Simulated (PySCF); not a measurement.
A geometry optimisation, step by step.

Species: C3H9BSe.
Numbering: `[CH3:1][B:2]([CH3:3])[CH2:4][SeH:5]` (hydrogens: H6, H7, H8 on C1; H9, H10, H11 on C3; H12, H13 on C4; H14 on Se5)

Method: PySCF 2.14.0, PBE0-D3(BJ)/def2-SVP geometry optimisation, gas phase; density fitting, grid level 1; the optimiser is geomeTRIC in internal coordinates, started from a GFN2-xTB structure with every atom displaced at random (about 0.01 Å). The frame can shift and turn from step to step; on so coarse a grid that alone can change the energy by a few meV, and forces under 0.02 eV/Å are noise.

Step 0: E = -69260.8287 eV, largest atomic force 1.721 eV/Å
```
atom  x, y, z in Å  |  force x, y, z in eV/Å
C1     -1.439   -1.156    0.054   -0.503   1.505   0.159
B2     -0.353   -0.051    0.308    0.695   0.062  -0.062
C3     -0.731    1.427    0.690    0.787  -0.598   0.658
C4      1.199   -0.476    0.166   -0.944   1.437  -0.069
Se5     2.502    0.972    0.367   -0.859   0.569   0.169
H6     -2.209   -1.130    0.840   -0.014  -0.066   0.101
H7     -1.990   -0.884   -0.863    0.025   0.054  -0.091
H8     -1.067   -2.139   -0.068    0.510  -1.486  -0.135
H9     -1.774    1.665    0.727   -1.047   0.142  -0.071
H10    -0.317    1.649    1.702   -0.013  -0.131  -0.240
H11    -0.225    2.133    0.038    0.284   0.398  -0.411
H12     1.367   -0.929   -0.799    0.006  -0.457  -0.678
H13     1.391   -1.216    0.916    0.221  -0.878   0.789
H14     3.637    0.120    0.194    0.852  -0.551  -0.120
```

Step 1: E = -69260.9366 eV, largest atomic force 0.548 eV/Å
```
atom  x, y, z in Å  |  force x, y, z in eV/Å
C1     -1.442   -1.091   -0.043    0.144  -0.329  -0.169
B2     -0.328   -0.030    0.273   -0.018  -0.031   0.113
C3     -0.685    1.477    0.504   -0.105   0.148   0.103
C4      1.162   -0.543    0.364    0.173  -0.401   0.161
Se5     2.499    0.828    0.722    0.493  -0.180  -0.073
H6     -2.216   -1.086    0.741   -0.028   0.018   0.066
H7     -1.968   -0.790   -0.966   -0.020   0.016  -0.011
H8     -1.077   -2.129   -0.179   -0.124   0.252   0.063
H9     -1.760    1.724    0.499    0.100  -0.064  -0.065
H10    -0.268    1.794    1.478    0.006   0.009   0.041
H11    -0.170    2.124   -0.230    0.002  -0.068  -0.037
H12     1.394   -1.053   -0.590   -0.003   0.050   0.065
H13     1.238   -1.333    1.150   -0.159   0.292  -0.322
H14     3.699   -0.057    0.571   -0.462   0.288   0.065
```

Step 2: E = -69260.9547 eV, largest atomic force 0.117 eV/Å
```
atom  x, y, z in Å  |  force x, y, z in eV/Å
C1     -1.441   -1.092   -0.042    0.042  -0.075  -0.055
B2     -0.321   -0.034    0.278   -0.019  -0.013   0.026
C3     -0.683    1.473    0.510   -0.005   0.056   0.102
C4      1.171   -0.544    0.358    0.031  -0.031  -0.027
Se5     2.509    0.834    0.716   -0.029  -0.002  -0.021
H6     -2.211   -1.080    0.749    0.001   0.017   0.014
H7     -1.971   -0.784   -0.962   -0.001   0.009   0.014
H8     -1.090   -2.127   -0.177   -0.024   0.032   0.016
H9     -1.756    1.710    0.485    0.007  -0.014  -0.026
H10    -0.276    1.799    1.487   -0.017   0.000  -0.021
H11    -0.163    2.108   -0.230    0.016  -0.028  -0.023
H12     1.403   -1.050   -0.596    0.010   0.025   0.008
H13     1.229   -1.329    1.134   -0.028   0.038  -0.020
H14     3.676   -0.051    0.584    0.017  -0.015   0.014
```

Step 3: E = -69260.9561 eV, largest atomic force 0.049 eV/Å
```
atom  x, y, z in Å  |  force x, y, z in eV/Å
C1     -1.439   -1.094   -0.042    0.005   0.003  -0.010
B2     -0.321   -0.035    0.279   -0.003  -0.004   0.006
C3     -0.683    1.473    0.515   -0.007   0.002   0.045
C4      1.172   -0.542    0.351    0.009   0.017  -0.045
Se5     2.509    0.835    0.711   -0.024   0.013  -0.008
H6     -2.205   -1.079    0.754    0.000   0.008   0.002
H7     -1.974   -0.783   -0.958   -0.004   0.003   0.006
H8     -1.093   -2.128   -0.177    0.003  -0.008   0.002
H9     -1.756    1.708    0.478   -0.005   0.002  -0.010
H10    -0.281    1.803    1.491   -0.009   0.002  -0.011
H11    -0.158    2.100   -0.230    0.011  -0.010  -0.011
H12     1.405   -1.045   -0.603    0.001   0.006   0.000
H13     1.226   -1.326    1.126   -0.001  -0.016   0.023
H14     3.674   -0.054    0.598    0.024  -0.018   0.011
```

Step 4: E = -69260.9565 eV, largest atomic force 0.030 eV/Å
```
atom  x, y, z in Å  |  force x, y, z in eV/Å
C1     -1.439   -1.093   -0.040   -0.002   0.010   0.011
B2     -0.319   -0.036    0.279   -0.006   0.006  -0.001
C3     -0.685    1.471    0.517    0.011  -0.014  -0.004
C4      1.176   -0.541    0.343   -0.014   0.022  -0.016
Se5     2.512    0.836    0.705   -0.005   0.006  -0.004
H6     -2.200   -1.074    0.760    0.002   0.000  -0.003
H7     -1.979   -0.778   -0.952    0.000  -0.002  -0.001
H8     -1.097   -2.128   -0.177    0.005  -0.017  -0.006
H9     -1.759    1.704    0.472   -0.002   0.004   0.001
H10    -0.289    1.805    1.493    0.001   0.004   0.002
H11    -0.157    2.093   -0.229    0.003   0.008   0.003
H12     1.409   -1.042   -0.612   -0.005  -0.004  -0.003
H13     1.228   -1.324    1.118    0.010  -0.018   0.014
H14     3.678   -0.058    0.617    0.002  -0.004   0.008
```

Step 5: E = -69260.9566 eV, largest atomic force 0.028 eV/Å
```
atom  x, y, z in Å  |  force x, y, z in eV/Å
C1     -1.439   -1.095   -0.040   -0.011   0.019   0.011
B2     -0.321   -0.035    0.278    0.009   0.000   0.001
C3     -0.684    1.472    0.518   -0.007  -0.017  -0.021
C4      1.174   -0.539    0.338   -0.001   0.004   0.007
Se5     2.510    0.838    0.700    0.007  -0.002  -0.004
H6     -2.198   -1.078    0.762   -0.001  -0.004  -0.002
H7     -1.981   -0.781   -0.950   -0.002  -0.003  -0.002
H8     -1.095   -2.130   -0.178    0.005  -0.001  -0.003
H9     -1.756    1.708    0.471   -0.001   0.005   0.003
H10    -0.288    1.806    1.494    0.002  -0.002   0.004
H11    -0.153    2.092   -0.228   -0.002   0.006   0.006
H12     1.406   -1.042   -0.616   -0.003  -0.004  -0.003
H13     1.228   -1.323    1.114    0.008  -0.004  -0.002
H14     3.674   -0.059    0.629   -0.004   0.002   0.006
```

**Question.** Summarise the path.

**Answer.** The energy falls by 0.1280 eV from step 0 to step 5; nine tenths of that is first reached at step 2. It falls at every step. The largest force goes from 1.721 to 0.028 eV/Å. Among the bonds Se5–H14 changes most (a near tie, within 0.001 Å, with another), from 1.430 to 1.472 Å; the atoms move by 0.098 Å rms after alignment.

**Question.** Follow the three bonds and two angles with the largest change from start to end.

**Answer.** 
```
step  E above end (eV)  largest force (eV/Å)  Se5–H14 (Å)  C1–H8 (Å)  B2–C4 (Å)  Se5–C4–H12 (°)  H9–C3–H10 (°)
   0            0.1280                 1.721        1.430      1.058      1.616           107.4          106.7
   1            0.0201                 0.548        1.498      1.109      1.578           109.8          107.9
   2            0.0019                 0.117        1.471      1.101      1.579           109.8          108.4
   3            0.0005                 0.049        1.470      1.100      1.579           109.7          108.7
   4            0.0001                 0.030        1.472      1.099      1.579           109.7          108.8
   5            0.0000                 0.028        1.472      1.100      1.579           109.7          108.8
```

The cost below is that of the whole optimisation. On one thread, Arm Neoverse V2 (aarch64), shared host with 96 logical CPUs at a one-minute load of 42, this took 43 s and 0.51 GiB of memory at its peak.
